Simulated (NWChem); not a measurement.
System: CH₅BClNO; SMILES NB(OC)Cl

```xyz
10

B      0.1857    -0.0939     0.0000
Cl    -0.3858    -1.7806     0.0000
O     -0.7692     0.8693     0.0000
C     -0.4357     2.2280     0.0000
H      0.1463     2.5092    -0.8967
H     -1.3645     2.8159     0.0000
H      0.1463     2.5092     0.8967
N      1.5664     0.1530     0.0000
H      2.2401    -0.5990     0.0000
H      1.9722     1.0782     0.0000
```
Atoms are numbered in this order, from 1.

Geometry: optimised at PBE0/def2-SVP.

 Unshifted, non-relativistic core excitations; the lowest 4 roots alone, so stronger bands may lie above.

### Question
List the first O K-edge excitations from PBE0/6-311G** (spherical d), restricted-window TDA (NWChem).

### Answer
```tsv
state	energy (eV)	dipole oscillator strength	leading excitation (squared amplitude)
S1	522.1	0.0139	1s of atom 3 or its equivalents → LUMO+1 (0.97)
S2	522.6	0.0005	1s of atom 3 or its equivalents → LUMO (0.98)
S3	523.4	0.0107	1s of atom 3 or its equivalents → LUMO+2 (0.49)
S4	524.1	0.0016	1s of atom 3 or its equivalents → LUMO+3 (0.78)
```
